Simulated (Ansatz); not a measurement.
Reaction (ligand exchange at the Si–O bond): `[F][Al]([SH])[O][SiH3]` + `B[SiH2]N` → `B[SiH2]N[SiH3]` + `[OH][Al]([F])[SH]`

Computed with Ansatz on PBE0-D4/def2-TZVP structures; ΔE is electronic, products minus reactants. CBS: MP2 limit from def2 TZ/QZ plus the TZ coupled-cluster correction, frozen cores. Functionals use def2-TZVPP. Each species was taken in one conformer, which may not be the lowest.

```tsv
level	ΔE (kJ/mol)
CAM-B3LYP	61.3
CCSD(T)/def2-TZVPP	55.3
```

Question: What does CCSD(T)/CBS give? (Estimate.)

Answer: Computed: +54.7 kJ/mol. The listed levels differ from it by 6.6, 0.6 kJ/mol.

Largest T1 diagnostic among the species: 0.012.

The D4 term adds −3.5 kJ/mol with B3LYP and −1.7 kJ/mol with PBE0; it sums over pairs of atoms, weighted by their polarisabilities, and B3LYP, whose exchange is more repulsive, gets the larger term. From PBE to PBE0 (25 % exact exchange), in def2-TZVPP and without D4, ΔE moves by +3.4 kJ/mol.

B3LYP here is the variant with VWN-RPA as its local correlation; programs differ in this.
